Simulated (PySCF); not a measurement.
System: C5H11O, charge -1, multiplicity 1. It need not be the lowest isomer of its formula. Whether it binds its extra electron was not tested at this geometry. 
Structure (B3LYP-D3(BJ)/def2-TZVP (Ansatz) minimum search):
SMILES: C(C)CCC[O-]
```xyz
17

C      3.1133     0.1495    -0.0812
C      1.7875    -0.4260     0.4176
C      0.5601     0.2371    -0.2053
C     -0.7791    -0.3144     0.2715
C     -2.0319     0.3702    -0.3713
O     -3.1951    -0.1022     0.0368
H      3.2042     0.0355    -1.1654
H      3.9761    -0.3418     0.3795
H      3.1814     1.2188     0.1392
H      1.7358    -0.3271     1.5078
H      1.7584    -1.5021     0.2123
H      0.6202     0.1388    -1.2973
H      0.5975     1.3152    -0.0002
H     -0.8693    -0.2056     1.3598
H     -0.8465    -1.3883     0.0559
H     -1.8367     0.2897    -1.4961
H     -1.8597     1.4851    -0.1782
```
Charge -1, spin multiplicity 1.

Dispersion corrections to the total energy (kcal/mol) from the dftd3 and dftd4 libraries through PySCF: D3(BJ) without and D4 with the three-body term, each with the damping fitted for the functional named.

```json
[
 {"functional": "PBE", "D3(BJ)": "-7.70", "D4": "-7.86"},
 {"functional": "BLYP", "D3(BJ)": "-15.60", "D4": "-17.52"},
 {"functional": "revPBE", "D3(BJ)": "(withheld)", "D4": "-27.81"},
 {"functional": "HSE06", "D3(BJ)": "-4.64", "D4": "-6.05"},
 {"functional": "BP86", "D3(BJ)": "-11.17", "D4": "-10.08"},
 {"functional": "HF", "D3(BJ)": "(withheld)", "D4": "-29.87"},
 {"functional": "B2GP-PLYP", "D3(BJ)": "-3.85", "D4": "(withheld)"}
]
```

Question: Complete the blanks.

Answer: 
- revPBE, D3(BJ): -19.95
- HF, D3(BJ): -57.39
- B2GP-PLYP, D4: -3.29
